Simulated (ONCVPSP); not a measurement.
**What one change does to a pseudopotential (lutetium (Lu), ONCV)**

Lu, optimised norm-conserving Vanderbilt (ONCV), made with ONCVPSP 4.0.1 (PBE, scalar-relativistic). Core [Kr] 4d10, reference 4f14 5s2 5p6 5d1 6s1.75 6p0.25. Waves: 5s+6s: rc 1.95 bohr, ncon 5, nbas 9, qcut 6.1 1/bohr, 2 projectors; 5p+6p: rc 2.40 bohr, ncon 3, nbas 7, qcut 4.7 1/bohr, 2 projectors; 5d: rc 2.25 bohr, ncon 5, nbas 8, qcut 4.9 1/bohr, 2 projectors, debl 3.2 Ha; 4f: rc 0.75 bohr, ncon 3, nbas 8, qcut 20.9 1/bohr, 2 projectors, debl 1 Ha. Local part: polynomial inside 0.75 bohr (lpopt 5, dvloc0 -1 Ha). Core correction: Teter function, fcfact 2, rcfact 1.75.

All-electron outer shells of the reference configuration (PBE, scalar-relativistic, ld1.x):

| shell | level (eV) | outermost node (bohr) | outermost maximum (bohr) |
| --- | --- | --- | --- |
| 4p | -358.55 | 0.25 | 0.47 |
| 4d | -192.29 | 0.23 | 0.48 |
| 5s | -61.44 | 0.57 | 1.04 |
| 5p | -32.04 | 0.61 | 1.19 |
| 4f | -10.00 | – | 0.47 |
| 6s | -4.88 | 1.41 | 3.04 |
| 5d | -2.03 | 0.68 | 1.84 |
| 6p | -1.52 | 1.73 | 4.26 |

Change: all radii but the core radius scaled by about 0.91 (s 1.78, p 2.20, d 2.06, f 0.68 bohr); local potential polynomial inside 0.68 bohr (lpopt 5, dvloc0 -1 Ha).

Cutoffs: the cutoffs (Ha) at which the residual kinetic energy of the hardest occupied pseudo-wave falls to 1 and 0.1 mHa per electron; they do not see the model core or the augmentation charge, which bear on the density cutoff. Errors are all-electron minus pseudo energies relative to the spin-unpolarised reference configuration.

Problem. Predict the effect on cutoff, ghosts and configuration errors.

Solution. The potential gets harder (193 Ha and 211 Ha → 209 Ha and 613 Ha); the bound ghosts move from s to p, s; the lowest positive-energy flag moves from p at 3.2 eV to d at 173.0 eV; of the 4 tests that both files solve, the error grows in 0 and shrinks in 1 by more than 15 % and 0.3 meV (median size 4.7 → 4.5 meV). A smaller radius makes the pseudo-wave follow the all-electron one further in, where it bends more sharply, so more plane waves are needed.

```csv
quantity,base,changed
"cutoff, loose",193 Ha,209 Ha
"cutoff, tight",211 Ha,613 Ha
loose cutoff by channel,"s 15 Ha, p 8.5 Ha, d 10 Ha, f 193 Ha","s 17 Ha, p 8.8 Ha, d 10 Ha, f 209 Ha"
bound ghosts,s,"s, p"
GHOST(+) flags under 300 eV,"p at 3.2 eV, d at 246.5 eV",d at 173.0 eV
"error for 4f14 5s2 5p6 5d1 6s2 6p0, meV [ΔE -0.83 eV]",+0.1,+0.2
"error for 4f14 5s2 5p6 5d1 6s1 6p0, meV [ΔE 6.53 eV]",-2.0,-1.9
"error for 4f14 5s2 5p6 5d1 6s0 6p0, meV [ΔE 19.81 eV]",-8.6,-7.1
"error for 4f14 5s2 5p6 5d2 6s1 6p0, meV [ΔE 2.17 eV]",-7.3,-7.1
"rms error of d²Exc/dni dnj with the model core, mHa",2.37,2.27
```

 A true bound ghost makes a file unfit for plane-wave use even where its test errors are small: the radial tests pick states by their node count and pass the ghost by.
